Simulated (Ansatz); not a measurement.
CH$_{3}$AlBNO, SMILES `N=[C]1B[O][AlH]1`. The species carries charge 0 and has multiplicity 1. The structure was optimised at the PBE0-D4/def2-TZVP level. It is one conformer, not always the lowest.

```xyz
8

N    -1.179    1.572    0.078
C    -0.415    0.565    0.048
B    -0.136   -0.465   -1.156
O     0.764   -1.371   -0.687
Al    0.897   -0.653    0.918
H    -1.162    2.051    0.981
H    -0.591   -0.490   -2.262
H     1.823   -1.207    2.079
```

Task: What is the dipole moment at PBE/def2-TZVPP? (Estimate.)

Result: The calculation gave: 2.69 D, with components (0.96, 0.15, 2.51) D in this frame, pointing from negative to positive charge.

Task: And with r2SCAN, B3LYP, ωB97M-V? (Estimate.)

Result: Computed: r2SCAN 2.77 D, B3LYP 2.91 D, ωB97M-V 3.07 D.

Task: Give the Mulliken charges with PBE, ωB97M-V, B3LYP in def2-TZVPP. (Best estimate.)

Result: Computed: 
| atom | PBE | ωB97M-V | B3LYP |
| --- | --- | --- | --- |
| N1 | -0.17 | -0.19 | -0.19 |
| C2 | -0.22 | -0.24 | -0.23 |
| B3 | 0.29 | 0.26 | 0.31 |
| O4 | -0.30 | -0.39 | -0.38 |
| Al5 | 0.29 | 0.40 | 0.38 |
| H6 | 0.17 | 0.14 | 0.16 |
| H7 | 0.01 | 0.08 | 0.03 |
| H8 | -0.07 | -0.06 | -0.09 |

B3LYP here is the variant with VWN-RPA as its local correlation; programs differ in this.
